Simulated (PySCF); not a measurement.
## Worked example: oscillator strength and radiative lifetime

C₂H₁₀N₂Si₂, SMILES [SiH2]1CN[Si@H]1NC.

Coordinates come from a B3LYP-D3(BJ)/def2-SVP optimisation. The structure was generated by enumeration; whether it is a known compound was not checked. Other conformers were not sampled.

TDA-PBE/def2-SVPD (PySCF) puts the first singlet state with f over 0.02 at 5.24 eV (vertical), with the transition dipole (0.374, -0.291, 0.002) in atomic units.

Question: Find the oscillator strength, the wavelength and the radiative lifetime that this transition would have in vacuum if emission retraced absorption.

Answer: 
|μ|² = 0.2246 au, so |μ| = 1.20 D. ΔE = 5.24/27.211 = 0.1926 hartree. f = (2/3) ΔE |μ|² = 0.029 (the program prints 0.029).
λ = 1239.84/5.24 = 237 nm; ν = 42263 cm⁻¹.
Einstein's coefficient A = 0.6670 ν² f s⁻¹ (ν in cm⁻¹) = 3.4e7 s⁻¹, so τ = 1/A = 29 ns. This state is S4; the lower singlets have f = 0.020, 0.011, 0.007. The figure is the radiative limit of this one transition; relaxation, internal conversion, crossing to triplets and a medium change what is measured.
